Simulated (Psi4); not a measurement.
Two rigid molecules brought together: CH3Cl ··· C3H6 (SMILES CCl and C1CC1). Monomers: optimised at B3LYP-D3(BJ) (def2-TZVP), held rigid. Orientation: lowest of the rigid-body minima from ten starts at GFN2-xTB. The monomers approach along the line of their centres of mass (distance R); nothing else relaxes.

Computed with SAPT0/jun-cc-pVDZ, frozen core run with Psi4.

Components in kcal/mol:

```tsv
R / Å	electrostatics	exchange	induction	dispersion	total
3.40	-6.64	15.30	-1.61	-5.13	1.92
3.61	-3.90	8.01	-0.93	-3.57	-0.38
3.74	-2.85	5.33	-0.66	-2.87	-1.05
3.98	-1.67	2.48	-0.35	-1.93	-1.47
4.18	-1.13	1.30	-0.21	-1.41	-1.45
4.35	-0.84	0.75	-0.14	-1.09	-1.31
4.65	-0.53	0.28	-0.07	-0.70	-1.03
5.00	-0.35	0.09	-0.03	-0.44	-0.73
5.52	-0.21	0.01	-0.01	-0.23	-0.44
6.21	-0.12	0.00	-0.01	-0.11	-0.23
7.17	-0.06	0.00	0.00	-0.04	-0.11
8.46	-0.03	0.00	0.00	-0.02	-0.05
```
